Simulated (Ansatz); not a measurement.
Dissociation curve of Be₂, singlet.

- RKS-PBE = restricted PBE/cc-pVQZ (Ansatz, a program for electronic structure)
- UKS-PBE = unrestricted PBE/cc-pVQZ (Ansatz)
- UKS-B3LYP = unrestricted B3LYP/cc-pVQZ (Ansatz)
- FCI = full CI/cc-pVQZ, frozen core run with Ansatz

Energies relative to the lowest point of each curve near equilibrium, in eV; the last columns give the error against full CI:

| R / Å | RKS-PBE | UKS-PBE | UKS-B3LYP | FCI | RKS-PBE − FCI | UKS-PBE − FCI | UKS-B3LYP − FCI |
|---|---|---|---|---|---|---|---|
| 1.88 | 0.678 | 0.506 | 0.488 | 0.612 | 0.066 | -0.106 | -0.123 |
| 2.04 | 0.267 | 0.186 | 0.158 | 0.240 | 0.027 | -0.054 | -0.083 |
| 2.11 | 0.162 | 0.102 | 0.082 | 0.147 | 0.014 | -0.045 | -0.065 |
| 2.30 | 0.019 | 0.004 | 0.000 | 0.022 | -0.003 | -0.018 | -0.022 |
| 2.41 | 0.000 | 0.000 | 0.000 | 0.002 | -0.002 | -0.002 | -0.002 |
| 2.52 | 0.007 | 0.015 | 0.014 | 0.000 | 0.007 | 0.015 | 0.014 |
| 2.62 | 0.028 | 0.037 | 0.029 | 0.007 | 0.021 | 0.030 | 0.023 |
| 2.69 | 0.048 | 0.056 | 0.040 | 0.014 | 0.034 | 0.042 | 0.026 |
| 2.79 | 0.080 | 0.088 | 0.058 | 0.024 | 0.055 | 0.064 | 0.034 |
| 2.90 | 0.117 | 0.126 | 0.078 | 0.035 | 0.082 | 0.091 | 0.043 |
| 3.07 | 0.175 | 0.183 | 0.109 | 0.048 | 0.126 | 0.135 | 0.061 |
| 3.41 | 0.271 | 0.280 | 0.156 | 0.063 | 0.208 | 0.217 | 0.093 |
| 3.78 | 0.341 | 0.349 | 0.185 | 0.071 | 0.270 | 0.279 | 0.114 |
| 4.16 | 0.381 | 0.390 | 0.199 | 0.076 | 0.305 | 0.313 | 0.123 |
| 4.57 | 0.404 | 0.413 | 0.206 | 0.082 | 0.322 | 0.331 | 0.124 |
| 5.00 | 0.416 | 0.424 | 0.208 | 0.086 | 0.330 | 0.339 | 0.123 |
| 5.49 | 0.422 | 0.431 | 0.209 | 0.089 | 0.333 | 0.342 | 0.120 |
| 6.15 | 0.426 | 0.435 | 0.208 | 0.091 | 0.335 | 0.344 | 0.117 |
| 6.84 | 0.428 | 0.437 | 0.207 | 0.093 | 0.336 | 0.344 | 0.115 |
| 7.52 | 0.429 | 0.437 | 0.207 | 0.093 | 0.336 | 0.344 | 0.113 |

RKS-PBE is furthest from FCI at 7.52 (0.336 eV, above); its mean absolute error over the points is 0.161 eV.

UKS-PBE is furthest from FCI at 7.52 (0.344 eV, above); its mean absolute error over the points is 0.173 eV.

UKS-B3LYP is furthest from FCI at 4.57 (0.124 eV, above); its mean absolute error over the points is 0.077 eV.

The unrestricted determinant behind UKS-PBE is spin-contaminated at 1.88 to 2.52 Å (<S²> up to 0.7, against 0.00 for a pure singlet). The unrestricted determinant behind UKS-B3LYP is spin-contaminated at 1.88 to 2.62 Å (<S²> up to 0.7, against 0.00 for a pure singlet). Also computed but left out beside FCI, since their determinant holds another spin at the minimum (<S²> over 0.7 above the pure value): UHF, UMP2, UHF/3-21G, UHF/6-31G*.
